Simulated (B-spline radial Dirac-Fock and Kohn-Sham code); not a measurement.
Calculated with an atomic code on a B-spline grid, using the Dirac equation of a negative muon with reduced mass in the field of a spherical finite nucleus, with the Uehling potential to all orders; nuclear polarisation, deformation, hyperfine structure, self-energy, higher-order vacuum polarisation, relativistic recoil and electron screening are left out. The nuclear charge is a Fermi distribution (skin thickness 2.3 fm).

Problem. A muonic atom of atomic mass 153.92 u emits these computed lines: 2p3/2 → 1s1/2 4621 keV, 3d5/2 → 2p3/2 1584 keV, 4f7/2 → 3d5/2 568.2 keV, 5g9/2 → 4f7/2 261.6 keV. Which element is it, and what rms charge radius was used?

Solution. Gadolinium (Z = 64, nuclide ¹⁵⁴Gd); the high transitions hardly feel the nucleus and fix Z. The 2p → 1s line lies 4682 keV below the value for a point nucleus without QED, which for this nuclear model gives a radius near 5.12 fm (5.1223 fm was used).
